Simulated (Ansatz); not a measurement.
Species: AlOClH2, charge 0, singlet. AlOClH2 (SMILES [OH][AlH][Cl]).
B3LYP-D3(BJ)/def2-TZVP minimum from Ansatz (a quantum-chemistry and plane-wave program):
```
Al
O 1 1.6877
H 2 0.9584 1 124.93
H 1 1.5571 2 119.14 3 180.00
Cl 1 2.1042 4 120.99 2 180.00
```
Charge 0, spin multiplicity 1.

Quantity: atomisation energy (electronic, to ground-state atoms), in kJ/mol. Radicals and triplets start from unrestricted determinants; spin-orbit coupling is neglected. CBS(X,Y): correlation extrapolated as X^-3, Hartree-Fock from the larger set (Q,5: extrapolated as (X+1)exp(-9√X)). A bracket is a step between two methods taken in the basis named. Functionals run without relativity, which enters their misses. '+ core + X2C': CCSD(T) terms for core correlation (cc-pwCVTZ, 1s frozen past Ne) and scalar relativity (cc-pVTZ-DK). For partners of very few electrons the exact lower level stands in for a higher one.

CCSD(T)/CBS(cc-pV(Q+d)Z,cc-pV(5+d)Z) + [CCSDT(Q) - CCSD(T)]/cc-pV(T+d)Z + core + X2C (Ansatz) gives 1680.8 kJ/mol.

Problem. What does PBE/def2-TZVPD (Ansatz) give here, and how do the other levels compare?

Solution. PBE gives 1657.6 kJ/mol, 23.2 kJ/mol below it. Differences of the others: r2SCAN/def2-TZVPD (Ansatz) -8.0; wB97M-V/def2-TZVPD (Ansatz) -9.4; CCSD(T)/CBS(cc-pV(Q+d)Z,cc-pV(5+d)Z) + core + X2C (Ansatz) 0.1 kJ/mol. Nearer than PBE: r2SCAN/def2-TZVPD, wB97M-V/def2-TZVPD, CCSD(T)/CBS(cc-pV(Q+d)Z,cc-pV(5+d)Z) + core + X2C.
